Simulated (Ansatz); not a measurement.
The same molecule with X = S, Se, Te. Ansatz, PBE0-D4/def2-TZVP geometries, multiplicity 1.

Elements past krypton have def2 core potentials. Scalar relativity is left out up to krypton.

| X | molecule | mean X–H bond length / Å | mean X–P bond length / Å | HOMO energy (PBE0/def2-TZVPP) / eV | LUMO energy (PBE/def2-TZVPP) / eV | HOMO–LUMO gap (ωB97M-V/def2-TZVPP) / eV |
| --- | --- | --- | --- | --- | --- | --- |
| S | `PS` | 1.342 | 2.116 | -7.47 | -1.32 | 11.21 |
| Se | `P[SeH]` | 1.468 | 2.263 | -7.06 | -1.65 | 10.35 |

(1) Give the row for X = Te, `P[TeH]`. (Estimate.)

Answers

(1) Ansatz gave: 
```tsv
X	molecule	mean X–H bond length / Å	mean X–P bond length / Å	HOMO energy (PBE0/def2-TZVPP) / eV	LUMO energy (PBE/def2-TZVPP) / eV	HOMO–LUMO gap (ωB97M-V/def2-TZVPP) / eV
Te	`P[TeH]`	1.658	2.468	-6.51	-2.05	9.14
```

From S to Te the mean X–H bond length rises at each step, by 0.316 Å in all; the mean X–P bond length rises at each step, by 0.352 Å in all; the HOMO energy (PBE0/def2-TZVPP) rises at each step, by 0.96 eV in all; the LUMO energy (PBE/def2-TZVPP) falls at each step, by 0.73 eV in all; the HOMO–LUMO gap (ωB97M-V/def2-TZVPP) falls at each step, by 2.07 eV in all. Bonds lengthen as the atom grows down the group.

Spin–orbit coupling is left out; it splits and shifts lone-pair levels of the heavy atoms by tenths of an eV.
